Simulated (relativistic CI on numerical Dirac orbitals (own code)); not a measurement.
## Hyperfine structure of Sn34+, mass number 117

Calculated at this level of theory: Dirac-Coulomb-Breit CI, separate exchange-only KLI orbitals for each configuration, QED by a radiative potential, unscaled Slater integrals (own radial code, finite nucleus).

CI space (outside the closed core [Ne]): 3s²3p⁴, 3s3p⁵, 3s²3p³3d, 3p⁶, 3s3p⁴3d, 3p⁵3d, 3s3p³3d², 3s²3p²3d4p, 3p⁵4s, 3s3p³3d4s, 3p⁵4p, 3s²3p³4s, 3s²3p²3d², 3s²3p3d³, 3s3p²3d³, 3s²3p3d²4s, 3p⁴3d², 3p³3d³, 3p³3d²4s, 3s²3p²3d4s, 3s3p²3d²4s, 3s²3p3d4s². Double excitations out of closed p, d and f shells are left out; levels of such configurations are missing from the list, as are those of other unlisted configurations, and high levels can miss mixing partners.

Nuclear spin I = 1/2, μ = -0.9995 μN (tables of Stone and Pyykkö). The electronic factors are computed for point nuclear moments, without core polarisation or the Bohr-Weisskopf and QED corrections.

| Level | E (cm⁻¹) | A (GHz) |
| --- | --- | --- |
| 3s²3p⁴ ³P2 | 0 | -104.2 |
| 3s²3p⁴ ³P1 | 418488 | 30.4 |
| 3s²3p⁴ ¹D2 | 471464 | -246.9 |

Levels with J = 0, under 50 % of one LS term, or S terms without an open s electron are left out. Small factors come from cancelling terms and can be off by tens of per cent or more.

At this charge energies of transitions that change n are usually good to better than 1 %, and those within a shell (Δn = 0) to a few per cent.

(1) Give the hyperfine levels of 3s²3p⁴ ³P2 relative to its centre of gravity.

Answers

(1) With K = F(F + 1) − I(I + 1) − J(J + 1), E = AK/2: F = 3/2: 156.2, F = 5/2: -104.2 GHz.

LS names give the leading component of a level, which can be under half, so a name can repeat, a term be missing and a line seem to break the LS rules.
